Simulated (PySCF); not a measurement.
**Electronic absorption of (trifluorovinyl)benzene**

(trifluorovinyl)benzene, C8H5F3.
Atom-mapped SMILES: `[F:1][C:2]([F:3])=[C:4]([F:5])[c:6]1[cH:7][cH:8][cH:9][cH:10][cH:11]1` (hydrogens: H12 on C7; H13 on C8; H14 on C9; H15 on C10; H16 on C11)

Method: PySCF, TDDFT wB97X-D/def2-SVPD, vertical, gas phase, core orbitals frozen in the response. Geometry: PBE0-D3(BJ)/def2-SVP, one conformer, isolated molecule. Torsions of this conformer, `[F:1][C:2]([F:3])=[C:4]([F:5])[c:6]1[cH:7][cH:8][cH:9][cH:10][cH:11]1`: C2–C4–C6–C7 179°.

```tsv
state	E (eV)	E (hartree)	f	symmetry	main configurations (H = HOMO, L = LUMO)
S1	5.11	0.1878	0.022	A′	H→L+1 (49%), H-1→L (40%)
S2	5.28	0.1942	0.407	A′	H→L (88%)
S3	6.35	0.2335	0.247	A′	H-1→L (47%), H→L+1 (47%)
S4	6.54	0.2402	0.0032	A″	H→L+2 (71%)
S5	6.63	0.2435	0.413	A′	H-1→L+1 (72%), H-2→L (20%)
S6	7.01	0.2576	0.0003	–	H→L+4 (36%), H→L+5 (21%), H→L+2 (14%)
```

The lowest singlet comes at 243 nm (493 kJ/mol) in the ultraviolet; it is weak; its leading configuration is HOMO→LUMO+1 (49%). The largest oscillator strength of a single state is 0.413. Löwdin shares by element: HOMO carbon 57% or more (atoms not listed hold the other 43%); LUMO carbon 55% or more (atoms not listed hold the other 45%). The listed states span 1.90 eV, and the widest gap between neighbours is 1.07 eV (S2 to S3). Weighted by f, the mean energy of these states is 6.03 eV. Of the 6 states listed, 4 reach f = 0.01 and 1 stays under 0.0005. Symmetry labels in Cs follow from the direction of the transition dipole and are given only for states with f of 0.002 or more. The window holds the lowest 6 singlets.

Hardware: one thread, x86-64 server, no GPU (shared host). Cost: 3.9 min wall, 2.6 min CPU.
